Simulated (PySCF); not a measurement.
Excitation energy of Al by level of theory

Al [Ne] 3s2 3p1 (2P) → Al [Ne] 3s1 3p1 3d1 (high-spin determinant), as a difference of total energies. Computed with PySCF 2.14 in aug-cc-pwCVTZ (8s7p5d3f, 75 functions), with no relativity, point nucleus. Correlated levels: valence: [Ne] frozen; valence and next inner shell: 1s2 frozen; nothing frozen. The calculations carry no spin-orbit coupling.

| method | excitation energy (cm⁻¹) |
| --- | --- |
| UHF | 61853 |
| LDA | 68169 |
| PBE | 66962 |
| PBE0 | 67474 |
| r2SCAN | 66129 |
| PBEsol | 66420 |
| TPSSh | 67661 |
| wB97M-V | 71704 |
| B97-3 | 69176 |
| MP2 (valence) | 68217 |
| SCS-MP2 (valence) | 70426 |
| MP2 (valence and next inner shell) | 69572 |
| SCS-MP2 (valence and next inner shell) | 71469 |
| MP2 (all electrons) | 69552 |
| SCS-MP2 (all electrons) | 71456 |

The upper state lies above the first ionisation limit, but in LS coupling its spin forbids autoionisation to the ground ion.

The promoted electron is Rydberg-like, and one or two diffuse shells describe it only roughly, which tends to raise the upper state.

The determinant of the upper state mixes LS terms, which raises its energy above the lowest term, most at the Hartree-Fock and MP2 levels.
